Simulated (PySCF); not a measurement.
## What builds the third ionisation energy along the second row

All values are computed (PySCF 2.14, energy differences of UHF-based or UKS calculations, no spin-orbit coupling). Each column adds one step, in eV (sums use unrounded values): valence MP2, valence CCSD, valence triples, then the next inner shell at CCSD(T) (C 1s, N 1s, O 1s, F 1s, Ne 1s). References (NIST) marked * lie between the lowest fine-structure levels; the others compare directly ((s) semi-empirical, (t) theoretical).

```json
{"element": "C [He] 2s2 → [He] 2s1 (aug-cc-pwCVTZ, non-relativistic)", "UHF": "45.780", "+ MP2": "1.218", "+ CCSD": "0.800", "+ (T)": "0.000", "+ inner shell": "0.039", "sum": "47.836", "reference": "47.888"}
{"element": "N [He] 2s2 2p1 → [He] 2s2 (aug-cc-pwCVTZ, non-relativistic)", "UHF": "47.269", "+ MP2": "0.202", "+ CCSD": "-0.245", "+ (T)": "0.030", "+ inner shell": "0.076", "sum": "47.333", "reference": "47.445 (s) *"}
{"element": "O [He] 2s2 2p2 → [He] 2s2 2p1 (aug-cc-pwCVTZ, non-relativistic)", "UHF": "54.583", "+ MP2": "0.398", "+ CCSD": "-0.215", "+ (T)": "0.011", "+ inner shell": "0.063", "sum": "54.839", "reference": "54.936 (s) *"}
{"element": "F [He] 2s2 2p3 → [He] 2s2 2p2 (aug-cc-pwCVTZ, non-relativistic)", "UHF": "62.229", "+ MP2": "0.599", "+ CCSD": "-0.224", "+ (T)": "0.002", "+ inner shell": "0.053", "sum": "62.660", "reference": "62.708 (s) *"}
{"element": "Ne [He] 2s2 2p4 → [He] 2s2 2p3 (aug-cc-pwCVTZ, non-relativistic)", "UHF": "61.803", "+ MP2": "1.233", "+ CCSD": "0.030", "+ (T)": "0.020", "+ inner shell": "0.036", "sum": "63.122", "reference": "63.423 *"}
```

What remains against the references is mostly basis incompleteness and, for starred values, spin-orbit coupling.

Problem. What share of the correlation contribution for Ne comes from the inner shell?

Solution. The four steps add to 1.319 eV, of which the inner shell gives 0.036 eV, or 3 %.
